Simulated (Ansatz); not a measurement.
One change: `NC1([SiH3])CO1` becomes `[SiH3]C1CO1`.

Ansatz, PBE0-D4/def2-TZVP geometries, multiplicity 1. Each molecule was computed in one conformer, which needn't be the lowest.

```csv
property,`NC1([SiH3])CO1`
zero-point energy (PBE0-D4/def2-TZVP) / kJ/mol,234.9
size of the dipole moment (PBE/def2-TZVPP) / D,1.17
LUMO energy (ωB97M-V/def2-TZVPP) / eV,2.17
HOMO energy (ωB97M-V/def2-TZVPP) / eV,-9.75
HOMO energy (B3LYP/def2-TZVPP) / eV,-7.14
size of the dipole moment (B3LYP/def2-TZVPP) / D,1.18
```

Q: Give the same properties after the change, and the shifts. (Best estimate.)

A: The calculation gave: 
| property | `[SiH3]C1CO1` | shift |
| --- | --- | --- |
| zero-point energy (PBE0-D4/def2-TZVP) / kJ/mol | 190.3 | -44.6 |
| size of the dipole moment (PBE/def2-TZVPP) / D | 1.56 | 0.39 |
| LUMO energy (ωB97M-V/def2-TZVPP) / eV | 2.21 | 0.04 |
| HOMO energy (ωB97M-V/def2-TZVPP) / eV | -10.20 | -0.45 |
| HOMO energy (B3LYP/def2-TZVPP) / eV | -7.56 | -0.42 |
| size of the dipole moment (B3LYP/def2-TZVPP) / D | 1.71 | 0.53 |

The zero-point energy changes by -44.6 kJ/mol with -6 modes. Dipoles are sizes alone; their direction can turn.

Positive LUMOs are unbound, so they and the gaps depend on the basis.

B3LYP here is the variant with VWN-RPA as its local correlation; programs differ in this.
